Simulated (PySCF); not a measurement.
Compound: C₆H₆BBr.
SMILES with atom numbers: `[Br:1][C:2]1=[CH:3][BH:4][CH:5]=[CH:6][CH:7]=[CH:8]1` (hydrogens: H9 on C3; H10 on B4; H11 on C5; H12 on C6; H13 on C7; H14 on C8)

Computed, not measured: BHandHLYP/def2-SV(P) geometry optimisation, gas phase in PySCF 2.14.0.

(1) Give the optimised bond lengths and angles.

Results:

(1) 
| bond | length (Å) |
| --- | --- |
| Br1–C2 | 1.914 |
| C2=C3 | 1.360 |
| C3–B4 | 1.527 |
| B4–C5 | 1.526 |
| C5=C6 | 1.363 |
| C6–C7 | 1.424 |
| C7=C8 | 1.362 |
| C2–C8 | 1.427 |
| C3–H9 | 1.088 |
| B4–H10 | 1.209 |
| C5–H11 | 1.090 |
| C6–H12 | 1.090 |
| C7–H13 | 1.088 |
| C8–H14 | 1.085 |

A selection of angles:
| angle | degrees |
| --- | --- |
| Br1–C2–C3 | 117.5 |
| Br1–C2–C8 | 112.8 |
| C3–C2–C8 | 129.7 |
| C2–C3–B4 | 127.9 |
| C2–C3–H9 | 114.9 |
| B4–C3–H9 | 117.2 |
| C3–B4–C5 | 125.0 |
| C3–B4–H10 | 116.9 |
| C5–B4–H10 | 118.1 |
| B4–C5–C6 | 128.1 |
| B4–C5–H11 | 117.5 |
| C6–C5–H11 | 114.3 |
| C5–C6–C7 | 128.9 |
| C5–C6–H12 | 117.6 |
| C7–C6–H12 | 113.5 |
| C6–C7–C8 | 131.0 |
| C6–C7–H13 | 114.5 |
| C8–C7–H13 | 114.5 |
| C7–C8–H14 | 115.6 |
| C2–C8–C7 | 129.4 |
| C2–C8–H14 | 115.0 |

Torsions: Br1–C2–C3–B4 180° (antiperiplanar); C2–C3–B4–C5 -1° (synperiplanar); C3–B4–C5–C6 1° (synperiplanar); B4–C5–C6–C7 0° (synperiplanar); C5–C6–C7–C8 0° (synperiplanar); C6–C7–C8–C2 0° (synperiplanar); Br1–C2–C8–C7 180° (antiperiplanar).

The 8 heavy atoms lie in one plane (0.002 Å rms). The 7-membered ring C2–C3–B4–C5–C6–C7–C8 has internal angles of 125.0° to 131.0° (sum 900°, against 900° for a flat polygon); it is planar, 0.00 Å rms from its mean plane, widest ring torsion 1°. B4 (ring boron) is planar (angles 125.0°, 118.1° and 116.9°, sum 360.0°, 0.00 Å off the plane of its three neighbours). The 5 C–C bonds span 1.360 Å (C2=C3, drawn double) to 1.427 Å (C2–C8, drawn single), a spread of 0.067 Å.

Point group: Cs (tolerance 0.08 Å). Stationary, but not proved a minimum.
